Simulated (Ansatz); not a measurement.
```yaml
crystal:
  periodic: [false, false, false]
  atoms:
    - {symbol: N, position_ang: [-0.952256, 1.254105, -0.839246]}
    - {symbol: Ge, position_ang: [0.475116, 0.238553, -0.277815]}
    - {symbol: C, position_ang: [0.141313, -1.529813, 0.333516]}
    - {symbol: C, position_ang: [0.319120, -0.711207, 1.360974]}
    - {symbol: H, position_ang: [-1.091224, 1.224520, -1.841067]}
    - {symbol: H, position_ang: [-0.880130, 2.225367, -0.564886]}
    - {symbol: H, position_ang: [1.854257, 0.627020, -0.827205]}
    - {symbol: H, position_ang: [-0.083836, -2.581380, 0.196793]}
    - {symbol: H, position_ang: [0.306242, -0.793464, 2.441837]}
basis:
  gaussian: {orbitals: def2-mTZVP}
hamiltonian: {xc: {name: CAM-B3LYP}}
accuracy: high
output: {forces: true}
```

```sh
$ ansatz run in.yaml --threads 2 --pin off --events-out ev --progress --plain --max-ram 4352MiB
```

Output, abridged:

```
Functional definition: CAM-B3LYP
2180 factors; integrals over basis functions are off by at most 4.6e-9 eV
433 factors; integrals over basis functions are off by at most 2.1e-9 eV
mean field evaluation 1: about -60153.2233 eV, gradient 7.2e1 eV
mean field evaluation 2: about -60148.4643 eV, gradient 8.5e1 eV
mean field evaluation 4: about -60163.4362 eV, gradient 3.2e0 eV
mean field evaluation 8: about -60163.5720 eV, gradient 3.3e-1 eV
mean field evaluation 16: about -60163.5721 eV, gradient 1.9e-4 eV
mean field -60163.57213334 eV, -2210.9704955664 hartree, gradient 1.6e-8 eV, S^2 0.000000; 0 other end points of the search recorded, 0 dependent functions left out
reference -60163.57215470 eV, -2210.9704963515 hartree; 28, 28 occupied and 80, 80 virtual orbitals, 2180 factors
Total energy: -60163.57215470 eV, -2210.9704963515 hartree
Atom 0 at    -0.952256     1.254105    -0.839246 Å, force     0.072196     0.010367    -0.017745 eV/Å
Atom 1 at     0.475116     0.238553    -0.277815 Å, force     0.100041    -0.038772     0.010884 eV/Å
Atom 2 at     0.141313    -1.529813     0.333516 Å, force     0.027080     0.067139     0.213600 eV/Å
Atom 3 at     0.319120    -0.711207     1.360974 Å, force    -0.022222    -0.198169    -0.112747 eV/Å
Atom 4 at    -1.091224     1.224520    -1.841067 Å, force    -0.068438     0.002801    -0.086075 eV/Å
Atom 5 at    -0.880130     2.225367    -0.564886 Å, force    -0.051198     0.094393     0.029261 eV/Å
Atom 6 at     1.854257     0.627020    -0.827205 Å, force    -0.068790    -0.008117     0.018541 eV/Å
Atom 7 at    -0.083836    -2.581380     0.196793 Å, force     0.016566     0.074378     0.023210 eV/Å
Atom 8 at     0.306242    -0.793464     2.441837 Å, force    -0.005234    -0.004020    -0.078929 eV/Å
Dipole moment:     0.122035     0.177933    -0.159749 e Å
```

Run time 8 s (2 threads of an Arm Neoverse V2 on a shared host); peak host memory 0.48 GiB.
